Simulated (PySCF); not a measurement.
Question: Write Cartesian coordinates for `B[C@H]([SnH3])CF` as optimised with PBE0-D3(BJ)/def2-SVP.

Answer: 
```
atom  x, y, z in Å
B1    -0.888   -1.345    0.267
C2    -0.537   -0.091   -0.515
Sn3    1.631   -0.246    0.073
C4    -0.997    1.266   -0.065
F5    -0.091    2.256   -0.412
H6    -1.179   -1.264    1.443
H7    -0.805   -2.437   -0.245
H8    -0.478   -0.181   -1.610
H9     2.482    0.348   -1.281
H10    1.861    0.717    1.462
H11    2.103   -1.861    0.390
H12   -1.136    1.297    1.029
H13   -1.957    1.523   -0.545
```

Orientation and origin are arbitrary. Atoms count from 1 in this order. Sn3 (tin bonded to C and 3 H) is distorted tetrahedral (angles from 104.4° to 112.5°). B1 (three-coordinate boron) is planar (angles 120.8°, 120.0° and 119.1°, sum 359.9°, 0.03 Å off the plane of its three neighbours).

Bonds between heavy atoms (Å): B1–C2 1.519, C2–Sn3 2.252, C2–C4 1.502, C4–F5 1.386.

Method: PySCF 2.14.0, PBE0-D3(BJ)/def2-SVP geometry optimisation, gas phase, def2 core potentials past Kr.

Point group: C1 (no symmetry element, even within 0.4 Å). Whether it is a minimum is left open (no frequencies). The numbers are those of one conformer (H–B1–C2–Sn3 88° and -88°, B1–C2–C4–F5 149°).
